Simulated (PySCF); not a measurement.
A geometry optimisation on `COc1cnc[n-]1`.

Method: PBE0-D3(BJ)/def2-SVP geometry optimisation, gas phase (PySCF 2.14.0). Start geometry: GFN2-xTB. The input is one job of a driver script: a line of settings, then coordinates in Å.

Input:
```
{"job": {"xc": "PBE0", "basis": "def2-SVP", "d3": "d3bj", "grid": 1, "kind": "geom"}, "charge": -1, "multiplicity": 1}
C      1.957565     0.655649    -0.150079
O      1.143002    -0.294700    -0.764297
C     -0.151588    -0.323303    -0.230574
C     -1.185689    -1.136640    -0.629810
N     -2.270456    -0.857931     0.150403
C     -1.824380     0.095529     0.960217
N     -0.549646     0.472322     0.788872
H      2.965270     0.525815    -0.557222
H      1.974038     0.520062     0.937888
H      1.606918     1.676975    -0.352495
H     -1.213248    -1.883381    -1.406653
H     -2.448188     0.547537     1.719794
```

**Question.** Give the output.

**Answer.** 
```
step   0  E = -339.53802354  max force = 0.017853
step   1  E = -339.53871778  max force = 0.004892
step   2  E = -339.53883991  max force = 0.007600
step   3  E = -339.53947990  max force = 0.001415
step   4  E = -339.53952958  max force = 0.001626
step   5  E = -339.53958689  max force = 0.000919
step   6  E = -339.53961984  max force = 0.000416
step   7  E = -339.53963756  max force = 0.000275
step   8  E = -339.53964524  max force = 0.000305
optimisation converged
```

Energies in Eh; «max force» is the largest Cartesian gradient component in Eh/bohr.

**Question.** Give the first gradient maximum in eV/Å.

**Answer.** With 1 Eh/bohr = 51.422 eV/Å, 0.918 eV/Å.

**Question.** How much energy does the optimisation release, in eV?

**Answer.** E(step 0) − E(last step) = 0.001622 Eh, which is 0.044 eV.

Main results: final energy -339.53965 Eh after 8 steps.

**Question.** How long does this job take on one thread of an Arm Neoverse V1, shared host?

**Answer.** About 53 s.
Labels such as C1 count atoms from 1, the log's own numbers from 0.
